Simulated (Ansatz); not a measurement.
Computed with Ansatz on PBE0-D4/def2-TZVP structures; ΔE is electronic, products minus reactants. CBS: MP2 limit from def2 TZ/QZ plus the TZ coupled-cluster correction, frozen cores. Functionals use def2-TZVPP. B3LYP here is the variant with VWN-RPA as its local correlation; programs differ in this. One conformer a species, not always the lowest.

Consider the ligand exchange at the Si–C bond: `OC#CC[SiH3]` + `CN[SiH](O)O` → `CN([SiH3])[SiH](O)O` + `CC#CO`.

```
             level  ΔE (kJ/mol)  difference from CCSD(T)/CBS
            PBE-D4        -46.9                          7.1
         r2SCAN-D4        -51.9                          2.1
           PBE0-D4        -48.8                          5.2
          B3LYP-D4        -54.2                         -0.2
           ωB97X-V        -52.3                          1.7
           ωB97M-V        -53.3                          0.7
            B2PLYP        -51.8                          2.2
               PBE        -42.8                         11.2
            r2SCAN        -50.7                          3.3
              PBE0        -45.0                          9.0
             B3LYP        -47.4                          6.6
     HF/def2-TZVPP        -52.9                          1.1
    MP2/def2-TZVPP        -56.2                         -2.2
SCS-MP2/def2-TZVPP        -56.2                         -2.2
   CCSD/def2-TZVPP        -54.2                         -0.2
CCSD(T)/def2-TZVPP        -55.0                         -1.0
     HF/def2-QZVPP        -53.6                          0.4
    MP2/def2-QZVPP        -55.8                         -1.8
SCS-MP2/def2-QZVPP        -55.8                         -1.8
      HF/CBS(def2)        -53.7                          0.3
     MP2/CBS(def2)        -55.2                         -1.2
    CCSD/CBS(def2)        -53.2                          0.8
       CCSD(T)/CBS        -54.0                            0
```

Largest T1 diagnostic among the species: 0.012.

The D4 term adds −6.7 kJ/mol with B3LYP and −3.7 kJ/mol with PBE0; it sums over pairs of atoms, weighted by their polarisabilities, and B3LYP, whose exchange is more repulsive, gets the larger term.
